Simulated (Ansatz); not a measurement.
`[SiH3]C1C=C1` and `IC1C=C1` differ in one atom or group.

Ansatz, PBE0-D4/def2-TZVP geometries, multiplicity 1. 

Elements past krypton have def2 core potentials.  Spin–orbit coupling is left out; it splits and shifts lone-pair levels of the heavy atoms by tenths of an eV.

```csv
property,`[SiH3]C1C=C1`
size of the dipole moment (PBE/def2-TZVPP) / D,1.40
size of the dipole moment (B3LYP/def2-TZVPP) / D,1.35
HOMO–LUMO gap (PBE/def2-TZVPP) / eV,4.53
HOMO energy (PBE0/def2-TZVPP) / eV,-7.00
LUMO energy (ωB97M-V/def2-TZVPP) / eV,1.75
HOMO–LUMO gap (PBE0/def2-TZVPP) / eV,6.68
```

(1) Give the same properties after the change, and the shifts. (Best estimate.)

## Answers

(1) The calculation gave: 
```json
{"property": "size of the dipole moment (PBE/def2-TZVPP) / D", "`IC1C=C1`": "2.93", "shift": "1.53"}
{"property": "size of the dipole moment (B3LYP/def2-TZVPP) / D", "`IC1C=C1`": "2.98", "shift": "1.63"}
{"property": "HOMO–LUMO gap (PBE/def2-TZVPP) / eV", "`IC1C=C1`": "4.05", "shift": "-0.48"}
{"property": "HOMO energy (PBE0/def2-TZVPP) / eV", "`IC1C=C1`": "-6.94", "shift": "0.06"}
{"property": "LUMO energy (ωB97M-V/def2-TZVPP) / eV", "`IC1C=C1`": "1.40", "shift": "-0.35"}
{"property": "HOMO–LUMO gap (PBE0/def2-TZVPP) / eV", "`IC1C=C1`": "6.24", "shift": "-0.44"}
```

With PBE0 the HOMO rises by 0.06 eV and the LUMO falls by 0.38 eV, so the gap narrows by about 0.44 eV. PBE moves the HOMO by 0.07 eV and ωB97M-V by 0.13 eV. The zero-point energy changes by -63.9 kJ/mol with -9 modes. Dipoles are sizes alone; their direction can turn.

B3LYP here is the variant with VWN-RPA as its local correlation; programs differ in this.
